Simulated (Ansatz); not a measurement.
Compare A (`C#[C][SnH]([CH3])[CH3]`) with its isomer B (`C=[CH][SnH2][CH]=C`).

Gas-phase electronic energies from Ansatz, PBE0-D4/def2-TZVP geometries. CBS: MP2 limit from def2 TZ/QZ plus the TZ coupled-cluster correction, frozen cores. Functionals use def2-TZVPP. B3LYP here is the variant with VWN-RPA as its local correlation; programs differ in this. Elements past krypton have def2 core potentials. For Sn outer-core shells are correlated without core-valence functions, which leaves a few kJ/mol of doubt a bond. One conformer a species, not always the lowest.

(1) Which is lower in electronic energy at CCSD(T)/CBS, and by how much? (Estimate.)

(2) Give E(B) − E(A) in kcal/mol with ωB97M-V, r2SCAN-D4, CCSD/def2-TZVPP, B2PLYP, PBE-D4, HF/def2-TZVPP, B3LYP-D4. (Best estimate.)

Largest T1 diagnostic: 0.013.

Results:

(1) The calculation gave: A, by 8.7 kcal/mol.

(2) Computed: ωB97M-V 6.9, r2SCAN-D4 6.1, CCSD/def2-TZVPP 8.1, B2PLYP 8.2, PBE-D4 4.2, HF/def2-TZVPP 6.2, B3LYP-D4 4.6. None reverses the order clearly.

The D4 term adds −0.9 kcal/mol with B3LYP and −0.4 kcal/mol with PBE0; it sums over pairs of atoms, weighted by their polarisabilities, and B3LYP, whose exchange is more repulsive, gets the larger term. In def2-TZVPP, CCSD(T) changes the Hartree–Fock value by +1.8 kcal/mol (the triples alone add −0.1 kcal/mol) and MP2 by +6.2 kcal/mol.
